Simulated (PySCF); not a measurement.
# Cobalt: a sound run and one with changed settings

Sound run: Co²⁺ [Ar] 3d7, Co³⁺ [Ar] 3d6. Computed with PySCF 2.14 in x2c-SVPall, with scalar relativity by spin-free X2C-1e. In the sound run the correlated levels freeze [Ar]. The sound run starts from symmetry-adapted Hartree-Fock orbitals and uses a fine grid where one is needed.

Changed run: the non-relativistic Hamiltonian (point nucleus). This setting is unsound on purpose.

```json
{"species": "Co²⁺", "method": "UHF", "sound run (hartree)": "-1390.81514", "changed run (hartree)": "-1377.19982", "converged": "yes"}
{"species": "Co²⁺", "method": "M06-2X", "sound run (hartree)": "-1392.08303", "changed run (hartree)": "-1378.46954", "converged": "yes"}
{"species": "Co²⁺", "method": "TPSS", "sound run (hartree)": "-1392.11099", "changed run (hartree)": "-1378.49738", "converged": "yes"}
{"species": "Co²⁺", "method": "MP2", "sound run (hartree)": "-1390.92221", "changed run (hartree)": "-1377.30685", "converged": "yes"}
{"species": "Co³⁺", "method": "UHF", "sound run (hartree)": "-1389.65902", "changed run (hartree)": "-1376.04137", "converged": "yes"}
{"species": "Co³⁺", "method": "M06-2X", "sound run (hartree)": "-1390.84665", "changed run (hartree)": "-1377.23071", "converged": "yes"}
{"species": "Co³⁺", "method": "TPSS", "sound run (hartree)": "-1390.84522", "changed run (hartree)": "-1377.22917", "converged": "yes"}
{"species": "Co³⁺", "method": "MP2", "sound run (hartree)": "-1389.71791", "changed run (hartree)": "-1376.10032", "converged": "yes"}
```

Ionisation energy of Co²⁺:

```
 method  sound run (eV)  changed run (eV)
    UHF          31.460            31.523
 M06-2X          33.644            33.710
   TPSS          34.443            34.510
    MP2          32.771            32.831
SCS-MP2          32.741            32.802
```

Most of the change in total energy is the relativistic energy itself. On top of that the contraction fixes the core shape for the Hamiltonian it was made with, so the changed run is not a good calculation with the other Hamiltonian either.

For comparison, NIST gives 33.5 ± 0.06 eV between the lowest levels.
